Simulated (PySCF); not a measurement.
# How the method moves the HOMO and LUMO of `CC[SiH2]B(F)F`

Species: C2H7BF2Si.
Geometry (PBE0-D3(BJ)/def2-SVP, Å), atoms numbered from 1 in this order:
```
atom  x, y, z in Å
C1    -1.8086   -0.0934   -0.2028
C2    -0.3877   -0.5146    0.1569
Si3    0.9697    0.6222   -0.5002
B4     2.7931   -0.1455   -0.0291
F5     2.9494   -1.4478    0.1408
F6     3.8808    0.5871    0.1196
H7    -2.5554   -0.7862    0.2163
H8    -1.9588   -0.0691   -1.2936
H9    -2.0427    0.9125    0.1802
H10   -0.1706   -1.5295   -0.2197
H11   -0.2659   -0.5751    1.2526
H12    0.8368    2.0077    0.0522
H13    0.8835    0.7286   -1.9947
```

Basis pcSseg-1 throughout (PySCF), one geometry. Isolated species at its PBE0-D3(BJ)/def2-SVP geometry (one conformer only).

Q: How do the orbital energies, the gap and the dipole change with the method?

A: 
| method | kind | HOMO (eV) | LUMO (eV) | gap (eV) | μ (D) | SCF cycles |
| --- | --- | --- | --- | --- | --- | --- |
| BLYP | GGA | -7.11 | -1.69 | 5.41 | 1.41 | 14 |
| OPBE | GGA | -7.20 | -1.69 | 5.51 | 1.40 | 14 |
| PBE | GGA | -7.23 | -1.85 | 5.38 | 1.42 | 14 |
| B97-D | GGA | -7.23 | -1.69 | 5.54 | 1.43 | 14 |
| BP86 | GGA | -7.33 | -1.91 | 5.43 | 1.43 | 14 |
| LDA | LDA | -7.34 | -2.11 | 5.23 | 1.51 | 14 |
| KT2 | GGA | -7.35 | -1.87 | 5.48 | 1.50 | 15 |
| KT3 | GGA | -7.37 | -1.80 | 5.57 | 1.44 | 14 |
| B3LYP | global hybrid | -8.35 | -1.13 | 7.22 | 1.50 | 12 |
| HF | Hartree–Fock | -11.75 | 2.58 | 14.33 | 1.70 | 10 |

The HOMO spans 4.64 eV, from BLYP down to HF, and the gap runs from 5.23 eV (LDA) to 14.33 eV (HF). Over the methods BLYP (0 %), OPBE (0 %), PBE (0 %), B97-D (0 %), BP86 (0 %), LDA (0 %), KT2 (0 %), KT3 (0 %), B3LYP (20 %), HF (100 %), a straight line through the gap against the share of exact exchange rises by 0.89 eV for each 10 % (correlation coefficient 0.999). The dipole ranges from 1.40 D (OPBE) to 1.70 D (HF). This basis has no diffuse functions.
